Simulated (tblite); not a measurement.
Isomers of C5H9NO2Si. Computed with GFN2-xTB (tblite): harmonic, unscaled wavenumbers at the GFN2-xTB geometry, gas phase. This tight-binding method is rough: wavenumbers can miss measured ones by several per cent, in bad cases by 10 to 20. Modes of hydrogen on silicon can be 10 to 20 % off. One conformer each.

Electronic energies: GFN2-xTB at the same geometries; isomer energies are rough at this level and their order can be wrong.

| SMILES | electronic energy, lowest = 0 (kcal/mol) |
| --- | --- |
| C#C[C@H](C)NC(=O)[SiH2]O | 8.6 |
| CN([SiH3])CC#CC(=O)O | 18.2 |
| C=CO[SiH2]CC(=O)N=C | 2.6 |
| C#CC(=O)O[Si@H](C)NC | 0.0 |

How do GFN2-xTB zero-point energies change the relative energies?

| SMILES | ZPE (kcal/mol) | of it from modes above 1550 cm⁻¹ | electronic (kcal/mol) | with ZPE, lowest = 0 (kcal/mol) | lowest mode (cm⁻¹) | rings |
| --- | --- | --- | --- | --- | --- | --- |
| C#CC(=O)O[Si@H](C)NC | 82.2 | 44.4 | 0.0 | 0.0 | 45 | 0 |
| C=CO[SiH2]CC(=O)N=C | 80.7 | 44.4 | 2.6 | 1.1 | 31 | 0 |
| C#C[C@H](C)NC(=O)[SiH2]O | 80.8 | 44.3 | 8.6 | 7.3 | 30 | 0 |
| CN([SiH3])CC#CC(=O)O | 80.1 | 41.4 | 18.2 | 16.1 | 19 | 0 |

The zero-point energies span 2.1 kcal/mol, from `CN([SiH3])CC#CC(=O)O` to `C#CC(=O)O[Si@H](C)NC`. The order is unchanged.

What do entropy and thermal enthalpy add at 298.15 K and 1 bar (rigid rotor, harmonic oscillator, one conformer each)?

| SMILES | point group | symmetry number | S (cal/(mol K)) | H − H(0) (kcal/mol) | ZPE + H − H(0) − TS (kcal/mol) |
| --- | --- | --- | --- | --- | --- |
| C#CC(=O)O[Si@H](C)NC | C1 | 1 | 111.2 | 8.41 | 57.4 |
| C=CO[SiH2]CC(=O)N=C | C1 | 1 | 109.7 | 7.89 | 55.8 |
| C#C[C@H](C)NC(=O)[SiH2]O | C1 | 1 | 109.4 | 8.16 | 56.4 |

Not tabulated: `CN([SiH3])CC#CC(=O)O` (lowest mode only 19 cm⁻¹).
